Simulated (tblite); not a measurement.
Species: C4H6BF2O2 (doublet state).
Geometry (GFN2-xTB, Å), atoms numbered from 1 in this order:
```xyz
15
C4H6BF2O2 angstrom
C      2.175    1.218   -0.417
O      1.158    0.252   -0.677
C      0.730   -0.490    0.330
O      1.142   -0.463    1.455
C     -0.429   -1.391   -0.141
C     -1.651   -0.617    0.151
B     -2.347    0.272   -0.858
F     -3.408    1.011   -0.554
F     -1.964    0.369   -2.128
H      1.727    2.211   -0.441
H      2.920    1.127   -1.205
H      2.625    1.036    0.560
H     -0.379   -2.317    0.432
H     -0.308   -1.562   -1.210
H     -1.994   -0.650    1.175
```

Calculated harmonic vibrations of the isolated species, GFN2-xTB (tblite), most abundant isotopes, no scaling. Errors from tens to a few hundred cm⁻¹ against measured bands are possible. One conformer, not necessarily the lowest. Open shells enter through the occupations alone, without spin polarisation, and single modes of such species can be off by tens of per cent. The optimisation stopped once no atom felt more than 0.01 eV/Å.

Lowest wavenumbers of the output (negative numbers stand for imaginary wavenumbers):
```
mode    cm-1
  1     -39.6
  2      29.5
  3      38.0
  4      69.8
  5     145.9
  6     162.6
  7     233.3
  8     276.8
```

Q: Is this structure a minimum?

A: Not by this Hessian. 1 mode is imaginary beyond 20i (40i cm⁻¹), so at this level the point lies at or near a first-order saddle. The curvature is small, so loose convergence or finite differences may be the whole cause.

Q: Which atoms move in the imaginary mode?

A: 40i: H10 (hydrogen on carbon) 34 %, H12 (hydrogen on carbon) 33 %, H11 (hydrogen on carbon) 30 %. These are shares of the mass-weighted motion.

Q: What is the remedy?

A: Step along that mode in both directions, optimise again with tighter thresholds and repeat the frequencies. The zero-point energy of this point (63.7 kcal/mol) counts the 38 real modes alone, and thermal corrections from it aren't those of a minimum.
